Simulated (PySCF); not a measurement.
From one molecule to another.

First species: C5H9NOSi.
Bonds: C1–C2 (triple), C2–C3, C3–N4, N4–C5, C5–O6 (double), C5–C7, C7–Si8. Hydrogens: H9 on C1; H10, H11 on C3; H12 on N4; H13, H14 on C7; H15, H16, H17 on Si8.

Second species: C8H13ClO.
Geometry (GFN2-xTB, Å), atoms numbered from 1 in this order:
```
atom  x, y, z in Å
C1     2.0270    1.7162   -0.6688
C2     1.5404    0.7747    0.1180
C3     0.6599   -0.3458   -0.3505
C4     1.1926   -1.6772    0.1825
C5    -0.8230   -0.0996    0.0563
C6    -1.3482    1.1605   -0.6457
C7    -1.0067    0.0423    1.5696
C8    -1.6586   -1.2696   -0.3935
O9    -2.3441   -1.9765    0.2643
Cl10  -1.5857   -1.5591   -2.1470
H11    2.6648    2.4991   -0.2947
H12    1.8087    1.7448   -1.7241
H13    1.7874    0.7654    1.1709
H14    0.6873   -0.3752   -1.4437
H15    2.1910   -1.8520   -0.2122
H16    0.5552   -2.5037   -0.1233
H17    1.2555   -1.6715    1.2677
H18   -2.4004    1.3126   -0.4157
H19   -0.7874    2.0257   -0.3018
H20   -1.2362    1.0804   -1.7233
H21   -2.0593    0.1891    1.8000
H22   -0.6754   -0.8524    2.0882
H23   -0.4497    0.8989    1.9367
```

Levels: PBE0/pcSseg-1 for dipole moment, HOMO energy, LUMO energy and HOMO–LUMO gap; GFN2-xTB for rotational constant A and rotational constant C. Geometries: GFN2-xTB. Each species is one conformer at its optimised geometry, gas phase, non-relativistic unless stated. Electronic properties by PySCF.

The conformers computed, where there is a choice (atom-mapped SMILES and torsion angles):
- `[CH:1]#[C:2][CH2:3][NH:4][C:5](=[O:6])[CH2:7][SiH3:8]`: C2–C3–N4–C5 -120°, C3–N4–C5–O6 -4°, N4–C5–C7–Si8 87°
- `[CH2:1]=[CH:2][C@@H:3]([CH3:4])[C:5]([CH3:6])([CH3:7])[C:8](=[O:9])[Cl:10]`: C1–C2–C3–C4 131°, C2–C3–C5–C6 64°, C3–C5–C8–O9 123°

```json
{"property": "dipole moment", "column X": "3.34 D", "column Y": "3.05 D"}
{"property": "HOMO energy", "column X": "-7.41 eV", "column Y": "-7.85 eV"}
{"property": "LUMO energy", "column X": "0.37 eV", "column Y": "-0.97 eV"}
{"property": "HOMO–LUMO gap", "column X": "7.78 eV", "column Y": "6.88 eV"}
{"property": "rotational constant A", "column X": "4.195 GHz", "column Y": "1.592 GHz"}
{"property": "rotational constant C", "column X": "0.686 GHz", "column Y": "0.770 GHz"}
```

(1) Which column belongs to which species?

(2) How does each property change from the first species to the second?

Results:

(1) Column X is the first species and column Y the second. The first has 17 atoms and 68 electrons, the second 23 and 86.

(2) dipole moment -0.29 D; HOMO energy -0.44 eV; LUMO energy -1.34 eV; HOMO–LUMO gap -0.90 eV; rotational constant A -2.603 GHz; rotational constant C +0.084 GHz.

On the first: The dipole equals about 11.1 × 10⁻³⁰ C·m (1 D = 3.33564 × 10⁻³⁰ C·m).

On the second: A dipole of 3.05 D is allowed in C1, and pure rotational transitions are dipole-allowed. In atomic units the dipole is 1.20 e·bohr (1 au = 2.5417 D).
